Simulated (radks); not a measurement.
Charge is removed step by step from the 3d3/2 level of the rhodium ion Rh24+, starting from [Ar] 3d(3/2: 3, 5/2: 0). Method: Dirac Kohn-Sham, PBE, spin-unpolarised, spherical densities, point nucleus; computed with a radial shooting solver on a logarithmic mesh with Libxc functionals.

removed (e),E - E(0) (eV),eigenvalue (eV),E minus straight line (eV)
0,0.000,-1165.4,0.000
0.125,146.22,-1174.2,-3.857
0.25,293.55,-1183.0,-6.617
0.375,441.97,-1191.8,-8.279
0.5,591.49,-1200.6,-8.839
0.625,742.12,-1209.4,-8.293
0.75,893.85,-1218.3,-6.640
0.875,1046.7,-1227.2,-3.877
1,1200.7,-1236.1,0.000

Removing the whole electron costs 1200.7 eV by Delta-SCF, against 1165.4 eV from minus the eigenvalue at the starting occupation. Slater's transition state (half an electron removed) gives 1200.6 eV. Integrating minus the eigenvalue over the occupation (Janak's theorem) gives 1200.7 eV. The mean slope of the eigenvalue, de/dn, is 70.7 eV per electron. Ionisation energy of Rh24+ in the NIST Atomic Spectra Database: 1202 eV (theoretical).

Beside tabulated values, note that spin-unpolarised runs miss the spin-polarisation part of the exchange energy of open shells.
